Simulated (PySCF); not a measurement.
BeH₄OSi, SMILES [OH][Be][SiH3]. Heavy atoms are numbered as in [Be:1]([OH:2])[SiH3:4]. Hydrogens are named by the atom that carries them.

The structure is a stationary point at B3LYP-D3(BJ)/def2-TZVP. Other conformers were not sampled.

Calculation: PySCF with PBE0/pcSseg-2.

GIAO shieldings, no solvent; atoms alike by connectivity are averaged. δ = σ(ref) − σ: ¹⁷O against H2O (σ = 327.8 ppm); ¹H against TMS (σ = 31.54 ppm); ²⁹Si against TMS (σ = 341.9 ppm), references at their B3LYP-D3(BJ)/def2-TZVP geometries, non-relativistic.

Question: Estimate the chemical shifts. (An estimate is asked for; the answer gives what the named calculation found.)

Answer: 
```json
[
 {"nucleus": "¹⁷O", "atoms": "O2 (OH)", "count": "1", "δ (ppm)": "63.0"},
 {"nucleus": "¹H", "atoms": "H on Si4", "count": "3", "δ (ppm)": "3.06"},
 {"nucleus": "¹H", "atoms": "H on O2", "count": "1", "δ (ppm)": "2.55"},
 {"nucleus": "²⁹Si", "atoms": "Si4 (SiH3)", "count": "1", "δ (ppm)": "-150.6"}
]
```
